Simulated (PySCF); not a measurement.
Compound: C₅H₁₀SSi.
Cartesian coordinates in Å at the PBE0-D3(BJ)/def2-SVP level; atoms count from 1:
```xyz
17
C5H10SSi angstrom
C     -2.440    0.944   -0.139
C     -1.520   -0.079    0.498
C     -0.047    0.267    0.589
C      0.327   -0.767   -0.189
S      1.816   -1.444   -0.812
Si     3.212    0.002   -0.051
C     -1.077   -1.276   -0.403
H     -3.447    0.528   -0.303
H     -2.548    1.834    0.502
H     -2.043    1.277   -1.111
H     -1.943   -0.425    1.458
H      0.492    1.067    1.103
H      4.545   -0.445   -0.544
H      3.193    0.030    1.442
H      2.890    1.365   -0.566
H     -1.283   -2.279    0.002
H     -1.438   -1.226   -1.443
```

NICS is the negative of the GIAO shielding at a point without a nucleus: at the ring centre (0) and 1 Å above and below it (1); zz is the component along the ring normal. Level: GIAO PBE0/pcSseg-1 (PySCF, non-relativistic, gas phase) on the PBE0-D3(BJ)/def2-SVP geometry, one conformer.

Ring bond lengths (Å), with Mayer bond orders in brackets: C2–C3 1.516 (1.00), C3–C4 1.347 (1.69), C4–C7 1.508 (1.04), C7–C2 1.562 (1.00).

Task: What do the NICS probes read (ppm)?

Result: 
```json
{"ring": "C2–C3–C4–C7", "type": "4-membered carbocycle; formal bonds 1 double, 3 single", "NICS(0)": "-1.6", "NICS(1), two faces": "-2.5 / -2.8", "NICS(1)zz, two faces": "0.1 / 1.0", "rms pucker (Å)": "0.00", "centre to ring atoms, mean (Å)": "1.05"}
```

Task: What can be read from them?

Result: 
- C2–C3–C4–C7: mean NICS(1)zz 0.5 ppm, near zero. C2, C7 have four or more neighbours, so the value isn't read as a sign of a π ring current.

Task: List the ring angles and the Hirshfeld charges of the ring atoms.

Result: 
- C2–C3–C4–C7: C2 86.2° (-0.019 e), C3 93.4° (-0.068 e), C4 94.8° (-0.024 e), C7 85.6° (-0.073 e); sum 360.0° against 360° for a flat convex ring.

Task: How shielded are the nuclei of the rings and their hydrogens (means over atoms taken as equivalent)?

Result: 
```tsv
atoms	environment	σ isotropic (ppm)	principal values of the symmetric part, first atom (ppm)
C2	allylic carbon	146.3	134.9, 146.6, 157.4
C3	alkene CH carbon	43.7	-52.6, 44.5, 139.2
C4	fully substituted alkene carbon	38.0	-68.2, 41.5, 140.6
C7	allylic carbon	139.8	124.6, 137.8, 157.1
H11	methine hydrogen	28.48	24.2, 28.0, 33.3
H12	vinylic hydrogen	25.25	23.1, 24.7, 27.9
H16	methylene hydrogen	28.50	25.5, 27.1, 32.9
H17	methylene hydrogen	29.21	26.1, 28.5, 33.1
```

Task: How do the values depend on the level or the medium?

Result: 
```
                level  NICS(0), C2–C3–C4–C7  mean NICS(1)zz, C2–C3–C4–C7
   PBE0/pcSseg-1, gas                  -1.6                          0.5
wB97X-D/pcSseg-1, gas                  -1.4                          0.5
```

The geometry is the same throughout.
